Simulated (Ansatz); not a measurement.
Program: Ansatz. Geometries: PBE0-D4/def2-TZVP. ΔE: electronic, gas phase. CBS: MP2 limit from def2 TZ/QZ plus the TZ coupled-cluster correction, frozen cores. This one scheme is used for every species. DFT in def2-TZVPP. Each species was taken in one conformer, which may not be the lowest.

`C[SiH](C)[SiH2]F` + `CO[SiH2]N` → `CO[SiH2]N[SiH2]F` + `C[SiH2]C`  (cleavage of the Si–Si bond)

```tsv
level	ΔE (kJ/mol)	difference from CCSD(T)/CBS
PBE0-D4	-73.6	14.9
B2PLYP	-90.2	-1.7
PBE	-67.0	21.5
r2SCAN	-82.9	5.6
PBE0	-74.6	13.9
HF/def2-TZVPP	-104.2	-15.7
MP2/def2-TZVPP	-96.2	-7.7
CCSD/def2-TZVPP	-92.1	-3.6
MP2/def2-QZVPP	-95.7	-7.2
SCS-MP2/def2-QZVPP	-97.1	-8.6
CCSD(T)/CBS	-88.5	0
```

Largest T1 diagnostic among the species: 0.011.

From PBE to PBE0 (25 % exact exchange), in def2-TZVPP and without D4, ΔE moves by −7.6 kJ/mol. In def2-TZVPP, CCSD(T) changes the Hartree–Fock value by +14.0 kJ/mol (the triples alone add +1.8 kJ/mol) and MP2 by +8.0 kJ/mol.
